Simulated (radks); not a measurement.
Spherical quantum dot in the effective-mass picture: electrons in a hard-walled sphere of radius 1.47, all in effective atomic units (hartree* = m*/eps^2 hartree, bohr* = eps/m* bohr), one dielectric constant everywhere. Calculated with a radial shooting solver with Libxc functionals: non-relativistic Kohn-Sham, LDA (Slater exchange, Perdew-Wang correlation), spin-polarised, spherical densities. Levels are named by radial order and angular momentum (1s, 1p, 1d, 2s, ...), and open shells are averaged over m. Results are scaled to m* = 0.383 and eps = 4.9, for which hartree* = 434.1 meV and bohr* = 0.677 nm.

N = 19, configuration 1s2 1p6 1d10 2s(up 1, down 0). This is the lowest configuration that the search found. Occupied and some empty levels:

level    occupation  eigenvalue (meV)  <r> (nm)
1s up             1            8677.8    0.5872
1s down           1            8702.0    0.5911
1p up             3            9404.4    0.6435
1p down           3            9417.0    0.6444
1d up             5             10488    0.6811
1d down           5             10497    0.6813
2s up             1             11720    0.4660
2s down           0             11810    0.4674
1f up             0             11884    0.7091
1f down           0             11892    0.7091
1g up             0             13566    0.7311
1g down           0             13574    0.7311
2p up             0             13640    0.5263
2p down           0             13691    0.5281

Energy (meV): total 119178, kinetic 53564, external 0, Hartree 73955, exchange-correlation -8340.7.

Electron density:

r (nm)  n(r) (e/nm^3)
0.0267          6.335
0.101           6.048
0.176           5.587
0.250           5.243
0.324           5.322
0.399           5.993
0.473           7.153
0.548           8.360
0.622           8.929
0.697           8.224
0.771           6.102
0.846           3.230
0.920          0.8598
0.995       0.0005730
